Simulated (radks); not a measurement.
The numbers below are computed, except where a source is named.
Q: These are the eigenvalues of the occupied orbitals of an atom or ion with whole-number occupations (hartree). Level of theory: scalar-relativistic Kohn-Sham, LDA (Slater exchange, Perdew-Wang correlation), spin-unpolarised, spherical densities, point nucleus (a radial shooting solver on a logarithmic mesh with Libxc functionals).

1s: -237.0910
2s: -28.64141
2p: -24.50860
3s: -4.46171
3p: -3.31645
3d: -1.52484

Which element is it, and in what charge state? The configuration may be excited.

A: Z = 25, manganese, charge +3: Mn3+ in [Ar] 3d4. The list shows which subshells hold electrons but not how many an open one holds; the 1s level, -237.09 hartree, gives Z - s = 21.8 by -(Z - s)^2/2, which with screening and relativity narrows Z to a few neighbours, and the depths of the outer levels then fix element, charge and occupations together.
